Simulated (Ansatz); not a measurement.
`BCBC` + CH₃NH₂ → `CBNC` + `BC` at 500 K and 1 bar (ligand exchange at a B–C bond).

Program: Ansatz. Geometries: PBE0-D4/def2-TZVP. ΔE: electronic, gas phase. CCSD(T)/CBS adds triple-zeta CCSD(T) − MP2 to the extrapolated MP2 energy (def2 sets, frozen cores). This one scheme is used for every species. Each species was taken in one conformer, which may not be the lowest.

```
species  CCSD(T)/CBS energy (Eh)  H − E (kJ/mol)  S (J/(mol·K))
 `BCBC`               -130.49141           296.8          388.7
 CH₃NH₂                -95.75281           191.8          270.3
 `CBNC`               -160.46148           316.6          364.3
   `BC`                -65.83255           172.2          281.8
```

H − E and S are ideal-gas, rigid-rotor, harmonic terms from PBE0-D4/def2-TZVP, for one conformer and one mirror image of each species. 1 Eh = 2625.50 kJ/mol, R = 8.31446 J/(mol·K).

By hand: ΔE, ΔH, ΔS and ΔG.

ΔE = (-160.46148) + (-65.83255) − (-130.49141) − (-95.75281) = -0.04981 Eh = -130.8 kJ/mol. Δ(H − E) = 316.6 + 172.2 − 296.8 − 191.8 = 0.2, so ΔH = -130.6 kJ/mol. ΔS = 364.3 + 281.8 − 388.7 − 270.3 = -12.9 J/(mol·K). ΔG = -130.6 − 500 × (-12.9)/1000 = -124.1 kJ/mol.

By hand: the equilibrium constant, and the temperature at which ΔG would vanish if ΔH and ΔS stayed fixed.

log₁₀ K = −ΔG/(RT ln 10) = 13.0. ΔG = 0 at ΔH/ΔS = 10124 K, far beyond where these terms or the molecules hold.

The number of gas molecules stays the same, so ΔS is small and ΔH decides. A doubt of 5 kJ/mol in ΔE shifts log₁₀ K by 0.5 here. Other conformers and mirror images would add mixing entropy, several J/(mol·K) or more a flexible species. These are equilibria of isolated gas molecules and say nothing of rates. Largest T1 diagnostic: 0.011 (customary marks: 0.02 for closed shells, 0.045 for open ones).
